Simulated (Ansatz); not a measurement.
A CCSD(T) single point on CH8OSiSn, SMILES `[OH][SnH2][CH2][SiH3]`.

```yaml
crystal:
  periodic: [false, false, false]
  atoms:
    - {symbol: O, position_ang: [-2.126250, 1.209016, -0.471551]}
    - {symbol: Sn, position_ang: [-0.488995, 1.414001, 0.605865]}
    - {symbol: C, position_ang: [0.336103, -0.548609, 0.863853]}
    - {symbol: Si, position_ang: [0.898767, -1.318477, -0.737810]}
    - {symbol: H, position_ang: [-1.959012, 0.854825, -1.347689]}
    - {symbol: H, position_ang: [-1.064765, 2.093774, 2.056761]}
    - {symbol: H, position_ang: [0.598058, 2.440125, -0.229925]}
    - {symbol: H, position_ang: [-0.446234, -1.154171, 1.328997]}
    - {symbol: H, position_ang: [1.170837, -0.481822, 1.567312]}
    - {symbol: H, position_ang: [2.042624, -0.546983, -1.295724]}
    - {symbol: H, position_ang: [-0.205745, -1.281754, -1.737453]}
    - {symbol: H, position_ang: [1.321612, -2.735123, -0.568736]}
basis:
  gaussian: {orbitals: def2-TZVPP}
correlation: {method: ccsd_t}
```

```sh
$ ansatz run in.yaml --threads 4 --pin off --events-out ev --progress --plain --max-ram 10444MiB
```

The program prints (abridged):

```
Functional definition: HF
1702 factors; integrals over basis functions are off by at most 8.1e-4 eV
mean field evaluation 1: about -16858.7900 eV, gradient 4.6e1 eV
mean field evaluation 2: about -16858.9907 eV, gradient 4.7e1 eV
mean field evaluation 4: about -16863.7321 eV, gradient 4.2e0 eV
mean field evaluation 8: about -16863.8067 eV, gradient 2.7e-1 eV
mean field evaluation 16: about -16863.8071 eV, gradient 9.9e-7 eV
mean field -16863.80707548 eV, -619.7334793249 hartree, gradient 9.9e-7 eV, S^2 0.000000; 0 other end points of the search recorded, 0 dependent functions left out
11 core orbitals not correlated: weight in the atoms' cores, before any rotation towards them, 1.000 or more for the frozen orbitals, at most 0.000 for the correlated occupied ones
reference -16863.80707548 eV, -619.7334793249 hartree; 18, 18 occupied and 237, 237 virtual orbitals, 1702 factors
second order -24.17805155 eV of doubles, -0.00000000 eV of singles
cycle   1  -24.42126932 eV  change   -2.4e-1 eV  update   1.2e-1
cycle   2  -25.06649313 eV  change   -6.5e-1 eV  update   3.5e-2
cycle   3  -25.20454011 eV  change   -1.4e-1 eV  update   1.9e-2
cycle   4  -25.19421779 eV  change    1.0e-2 eV  update   4.5e-3
cycle   5  -25.19102168 eV  change    3.2e-3 eV  update   2.0e-3
cycle   6  -25.19154704 eV  change   -5.3e-4 eV  update   6.0e-4
cycle   7  -25.19141115 eV  change    1.4e-4 eV  update   2.7e-4
cycle   8  -25.19133634 eV  change    7.5e-5 eV  update   9.3e-5
cycle   9  -25.19137783 eV  change   -4.1e-5 eV  update   3.6e-5
cycle  10  -25.19139241 eV  change   -1.5e-5 eV  update   1.3e-5
perturbative correction -0.85110441 eV, -0.0312775103 hartree
Total energy: -16889.84957230 eV, -620.6905234308 hartree
```

It took 5 min on 4 threads of an Arm Neoverse V2 on a shared host, with 7.1 GiB of host memory at the peak.

Correlation energy per correlated electron: -0.723 eV. T1 diagnostic: 0.0128.
